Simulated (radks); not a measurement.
The numbers below are computed, except where a source is named.
The phosphorus ion P2+, configuration [Ne] 3s2 3p1. Level of theory: non-relativistic Kohn-Sham, B86b exchange with PBE correlation, spin-polarised, spherical densities, point nucleus; open shells are filled with parallel spins first (a radial shooting solver on a logarithmic mesh with Libxc functionals). Some entries of the table are withheld. Estimate them.

orbital,occ.,eigenvalue (hartree),<1/r> (bohr^-1)
1s up,1,-77.28026,14.57
1s down,1,-77.27503,14.57
2s up,1,-7.22887,2.810
2s down,1,-7.22312,2.809
2p up,3,-5.44748,2.710
2p down,3,-5.43980,2.710
3s up,1,-1.26826,(1)
3s down,1,-1.21700,(2)
3p up,1,-0.91533,0.6836
3p down,0,-0.86495,0.6815
3d up,0,-0.45981,0.4707
3d down,0,-0.41834,0.4582
4s up,0,-0.40425,0.3209

Answer. 
(1) 3s up <1/r> (bohr^-1): 0.7823
(2) 3s down <1/r> (bohr^-1): 0.7851
